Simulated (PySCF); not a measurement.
## F²⁺ (fluorine, charge +2): UHF calculation

Configuration: [He] 2s2 2p2 3s1, high-spin 4P determinant (an excited configuration). Computed with PySCF 2.14 in aug-cc-pwCVDZ, with no relativity, point nucleus.

| Item | Value |
| --- | --- |
| Total energy | -96.131950 hartree |
| One-electron energy | -121.3365 hartree |
| Hartree (Coulomb) energy | 33.8571 hartree |
| Exchange energy | -8.6526 hartree |
| Kinetic energy | 95.95345 hartree |
| ⟨S²⟩ | 3.7530 |
| ⟨L²⟩ | 2.008 |
| Sum of ⟨r⟩ | 6.636 bohr |
| Sum of ⟨r²⟩ | 12.89 bohr² |
| Traceless quadrupole moment −½Σ⟨3z² − r²⟩ along its main axis | 0.281 e·bohr² |
| Density at the nucleus (Gaussians lack the cusp) | 438 bohr⁻³ |
| Spin density at the nucleus | 1.47 bohr⁻³ |
| Langevin diamagnetic susceptibility | -10.2 ×10⁻⁶ cm³/mol |

| shell | electrons | mean orbital energy (eV) | rms radius, mean of both spins (bohr) |
| --- | --- | --- | --- |
| 1s α | 1 | -786.84 | 0.203 |
| 1s β | 1 | -782.93 | 0.203 |
| 2s α | 1 | -98.019 | 0.965 |
| 2s β | 1 | -85.229 | 0.965 |
| 2p α | 2 | -77.086 | 0.920 |
| 3s α | 1 | -22.843 | 3.04 |

The outer electron is Rydberg-like, and this basis confines it to a smaller radius and binds it less than a complete one would.

Spin-orbit constants ζ (cm⁻¹) from the X2C one-electron operator on these orbitals (non-relativistic here): bare nucleus, nucleus screened by l(l+1)(2l+1)/3 electrons, and screened by the Breit-Pauli mean field of the electrons.

```csv
shell,bare,screened nucleus,mean field
2p,576.4,448.3,393.8
```

To first order the Landé constant is A = 131.3 cm⁻¹, so the lowest level has J = 1/2 and lies 0.0407 eV below the centre of the term. This holds in LS coupling only.
